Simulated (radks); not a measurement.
Values are calculated unless marked as measured or tabulated.
Ionisation of neutral argon, [Ar], to Ar+, [Ne] 3s2 3p5, under several functionals. Scalar-relativistic Kohn-Sham, spin-polarised, spherical densities, finite nucleus; open shells are filled with parallel spins first; a radial shooting solver on a logarithmic mesh with Libxc functionals.

| functional | E(Ar) (hartree) | Exc (hartree) | IE (eV) | -e(HOMO) (eV) | <r> HOMO (bohr) | IE error (eV) |
|---|---|---|---|---|---|---|
| B86b exchange with PBE correlation | -529.41320 | -31.00486 | 15.820 | 10.292 | 1.663 | +0.061 |
| exchange-only PBE | -528.52640 | -30.08574 | 14.725 | 9.307 | 1.681 | -1.035 |
| BP86 | -529.48414 | -31.07597 | 15.890 | 10.359 | 1.663 | +0.130 |
| exchange-only r2SCAN | -528.71224 | -30.29458 | 15.241 | 9.900 | 1.665 | -0.519 |
| r2SCAN | -529.40910 | -31.00744 | 16.156 | 10.711 | 1.658 | +0.396 |
| Wu-Cohen GGA | -528.93510 | -30.51576 | 15.776 | 10.246 | 1.662 | +0.017 |
| exchange-only B88 | -528.68429 | -30.25256 | 14.715 | 9.285 | 1.676 | -1.045 |
| LDA (Slater exchange, Perdew-Zunger correlation) | -527.80652 | -29.34765 | 15.933 | 10.387 | 1.666 | +0.173 |

NIST Atomic Spectra Database: 15.760 eV (measured). Closest: Wu-Cohen GGA. The Delta-SCF values span 1.44 eV, the total energies 1.68 hartree. The highest occupied level is 3p. Open shells are spherical and high-spin; term and fine-structure splittings are not resolved.
